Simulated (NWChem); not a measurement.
Molecule: Si4H8O; SMILES [SiH2]1[SiH2][SiH2][SiH]1O

```xyz
13

O     -0.0864    -2.8343     0.0000
Si     0.3983    -1.2351     0.0000
Si    -0.2654     0.3428     1.6347
Si     0.2350     1.9755     0.0000
Si    -0.2654     0.3428    -1.6347
H     -1.0359    -2.9889     0.0000
H      1.8925    -1.2645     0.0000
H      0.3993     0.3878     2.9732
H     -1.7543     0.3230     1.8162
H      1.6919     2.3170     0.0000
H     -0.5842     3.2248     0.0000
H     -1.7543     0.3230    -1.8162
H      0.3993     0.3878    -2.9732
```
Atoms are numbered in this order, from 1.

Computed with NWChem. All runs use the structure optimised with PBE0/def2-SVP. Hybrids' shares of exact exchange are those that their runs print; pure functionals count as 0. The functionals differ in more than this share.

```
row               share of exact exchange  orbital gap (eV)
----------------  -----------------------  ----------------
PBE/def2-TZVP                        0.00              3.92
BLYP/def2-TZVP                       0.00              3.97
B3LYP/def2-TZVP                      0.20              5.42
PBE0/def2-TZVP                       0.25              5.73
PW6B95/def2-TZVP                     0.28          withheld
```

Problem. Fit a straight line of the last column on the one before it, predict the withheld value, and compare with the run.

Solution. 
1. Means of the 4 shown rows: x = 0.113, y = 4.760. Slope Σ(x − x̄)(y − ȳ)/Σ(x − x̄)² = 0.3745/0.05188 = 7.219; intercept 3.948.
2. The shown rows scatter about the line by 0.025 (root mean square); the largest residual is +0.03, at B3LYP/def2-TZVP.
3. At x = 0.28 (PW6B95/def2-TZVP; beyond the shown range) the line gives 5.97.
4. The run gives 5.78, -0.19 from the line, 7.5 times the scatter.
